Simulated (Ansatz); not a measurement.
Task: Name a neutral molecule of C, F, Sn and H with LUMO energy (PBE/def2-TZVPP) between -3.50 and -3.20 eV and vertical ionisation energy (CCSD(T)/def2-TZVPP) between 8.90 and 9.20 eV (Ansatz, PBE0-D4/def2-TZVP geometry).

Result: `[CH3][Sn][F]` (-3.23 eV, 8.91 eV). Other molecules can fit too; these were computed, each in one conformer that needn't be the lowest.
